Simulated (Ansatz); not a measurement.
`[F][Zn][CH2][SiH3]` + H₂ → `[F][ZnH]` + `C[SiH3]`  (hydrogenolysis of a Zn–C bond)

Calculated with Ansatz (gas phase, PBE0-D4/def2-TZVP geometries, no zero-point term in ΔE). CCSD(T)/CBS adds triple-zeta CCSD(T) − MP2 to the extrapolated MP2 energy (def2 sets, frozen cores). This one scheme is used for every species. Functionals use def2-TZVPP. B3LYP here is the variant with VWN-RPA as its local correlation; programs differ in this. For Zn outer-core shells are correlated without core-valence functions, which leaves a few kJ/mol of doubt a bond. Scalar relativity is left out up to krypton. Each species was taken in one conformer, which may not be the lowest.

Question: Is it downhill or uphill in electronic energy at CCSD(T)/CBS, and by how much? (Best estimate.)

Answer: The calculation gave: Downhill: ΔE = -0.22 eV.

Question: What do these levels give: PBE-D4, r2SCAN-D4, B3LYP-D4, ωB97X-V, ωB97M-V, PBE, r2SCAN, B3LYP, HF/def2-TZVPP, MP2/def2-TZVPP, CCSD/def2-TZVPP, MP2/CBS(def2)? (Best estimate.)

Answer: The calculation gave: PBE-D4 -0.26, r2SCAN-D4 -0.28, B3LYP-D4 -0.32, ωB97X-V -0.33, ωB97M-V -0.32, PBE -0.30, r2SCAN -0.29, B3LYP -0.39, HF/def2-TZVPP -0.58, MP2/def2-TZVPP -0.17, CCSD/def2-TZVPP -0.33, MP2/CBS(def2) -0.12 eV.

Largest T1 diagnostic among the species: 0.018.

In def2-TZVPP, CCSD(T) changes the Hartree–Fock value by +0.30 eV (the triples alone add +0.06 eV) and MP2 by +0.40 eV. The D4 term adds +0.07 eV with B3LYP and +0.04 eV with PBE0; it sums over pairs of atoms, weighted by their polarisabilities, and B3LYP, whose exchange is more repulsive, gets the larger term. From PBE to PBE0 (25 % exact exchange), in def2-TZVPP and without D4, ΔE moves by −0.04 eV.
